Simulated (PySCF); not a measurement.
Compound: [PdCl6]2- (charge -2 and singlet state).
Structure used (PBE0-D3(BJ)/def2-SVP), in Å, numbered top down from 1:
```
atom  x, y, z in Å
Pd1    0.0133   -0.0149   -0.0096
Cl2   -0.0038   -0.0243    2.3398
Cl3    0.0255   -0.0038   -2.3589
Cl4    2.3625    0.0065    0.0028
Cl5   -2.3359   -0.0351   -0.0273
Cl6   -0.0053    2.3343    0.0035
Cl7    0.0355   -2.3647   -0.0187
```

Method: PBE0-D3(BJ)/def2-SVP geometry optimisation, gas phase, def2 core potentials past Kr (PySCF).

Take the most abundant isotopes and a rigid rotor. 

What are A, B and C (cm⁻¹)?

Ia = 771.88, Ib = 772.18, Ic = 772.24 u·Å²; 505379 MHz·u·Å²/I gives 654.7, 654.5 and 654.4 MHz, that is A = 0.02184, B = 0.02183, C = 0.02183 cm⁻¹.

What kind of rotor is it?

A spherical top, as the point group Oh requires three equal moments.

The point group Oh allows no dipole (computed: 0.00 D (about the centre of mass, as the species is charged)), so a rigid rotor has no electric-dipole lines.

Estimate the classical rotational partition function at 25 K, 50 K and 298.15 K.

Point group Oh, symmetry number σ = 24; q = (√π/σ)·√((kT/h)³/(ABC)), k/h = 20836.6 MHz/K: 1660 at 25 K, 4690 at 50 K, 68300 at 298.15 K.

No PBE0-D3(BJ)/def2-SVP frequencies stand behind this structure, so it isn't proved a minimum. Whether so highly charged an anion holds all its electrons in the gas phase wasn't checked; a finite basis holds them in any case. No counter-ion or solvent screens the charge of this multiply charged ion. No vibrational averaging or centrifugal distortion is included, and the geometry carries the error of its method.
